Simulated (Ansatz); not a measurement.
Geometry optimisation, RKS PBE-D4/6-31G* (Ansatz).

Input:

```yaml
crystal:
  periodic: [false, false, false]
  atoms:
    - { symbol: Al, position_ang: [-0.058607, 0.4441, -0.466156] }
    - { symbol: O, position_ang: [0.028855, 0.233204, 2.490898] }
    - { symbol: Si, position_ang: [-1.374353, -0.408077, 3.193626] }
    - { symbol: H, position_ang: [-2.120168, -1.296694, 2.241616] }
    - { symbol: H, position_ang: [-0.963734, -1.225919, 4.379099] }
    - { symbol: H, position_ang: [-2.276508, 0.713919, 3.626662] }
    - { symbol: H, position_ang: [1.21704, -0.25898, -1.095006] }
    - { symbol: O, position_ang: [-1.694814, -0.08501, -0.538649] }
    - { symbol: H, position_ang: [-1.874622, -0.975221, -0.895287] }
    - { symbol: F, position_ang: [0.112068, 1.976634, 0.217711] }
    - { symbol: H, position_ang: [-0.054159, 1.170544, 2.170686] }
basis:
  gaussian: { orbitals: "6-31G*" }
hamiltonian:
  xc: pbe
  dispersion: d4
relax:
  f_tol: 0.03
  max_steps: 50
```

Command:

```bash
$ ansatz run input.yaml --threads 2 --pin off --max-ram 3072MiB --backend cpu --events-out ev --progress --plain --runs-dir out
```

Q: Where does it end, and by what steps?

A: The run converged. After 21 steps the energy has fallen by 0.880 eV; H6 moved furthest, 1.09 Å. Joined: Al1–O2 (2.97 → 1.90 Å), Si3–O8 (3.76 → 2.12 Å).

| step | energy less start (eV) | largest force component (eV/Å) | accepted |
| --- | --- | --- | --- |
| 0 | 0.0000 | 0.622 | yes |
| 1 | -0.1757 | 0.757 | yes |
| 2 | -0.3860 | 0.588 | yes |
| 3 | -0.4778 | 1.149 | yes |
| 4 | -0.5569 | 0.650 | yes |
| 5 | -0.5603 | 0.964 | yes |
| 6 | -0.6197 | 0.277 | yes |
| 7 | -0.6560 | 0.213 | yes |
| 8 | -0.6855 | 0.279 | yes |
| 9 | -0.7046 | 0.398 | yes |
| 10 | -0.7337 | 0.220 | yes |
| 11 | -0.7567 | 0.817 | yes |
| 12 | -0.7895 | 0.576 | yes |
| 13 | -0.8323 | 0.671 | yes |
| 14 | -0.8503 | 0.679 | yes |
| 15 | -0.7448 | 1.176 | no |
| 16 | -0.8750 | 0.274 | yes |
| 17 | -0.8714 | 0.302 | no |
| 18 | -0.8787 | 0.076 | yes |
| 19 | -0.8785 | 0.082 | no |
| 20 | -0.8796 | 0.039 | yes |
| 21 | -0.8798 | 0.015 | yes |

```xyz
11
Properties=species:S:1:pos:R:3
Al -0.036 0.614 0.089
O 0.063 0.271 1.957
Si -1.522 -0.402 2.493
H -1.828 -1.830 2.155
H -1.023 -0.527 3.927
H -2.675 0.535 2.629
H 0.941 -0.299 -0.778
O -1.697 -0.049 0.410
H -1.991 -0.837 -0.084
F 0.032 2.271 -0.138
H 0.678 0.542 2.665
```

Whether the end is a true minimum wasn't checked by a vibrational analysis.

Time of the run: 47 s on 2 threads of Arm Neoverse V2, on a shared host, peak memory 0.14 GiB.
